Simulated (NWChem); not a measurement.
Lowest excitation of H3BN (+1)

```
N
B 1 1.3160
H 1 1.0269 2 123.30
H 1 1.0269 3 113.41 2 180.00
H 2 1.1870 3 155.46 1 180.00
```
Charge +1, spin multiplicity 1.

All runs are NWChem calculations. The geometry was optimised at PBE0/def2-SVP, a minimum by its harmonic frequencies. It is one conformer; others weren't searched.

Basis set: def2-SVPD.

B3LYP has NWChem's definition, with VWN1-RPA local correlation. The spin multiplicity of the parent species was assumed, not shown to be that of its ground state. The structure started from a generated list of species.

Problem. For the lowest vertical singlet excitation energy, TD-PBE0 gives 5.84 eV and CIS gives 6.76 eV. What do TD-B3LYP, TD-PBE give?

Solution. TD-B3LYP: 5.74 eV; TD-PBE: 5.54 eV.
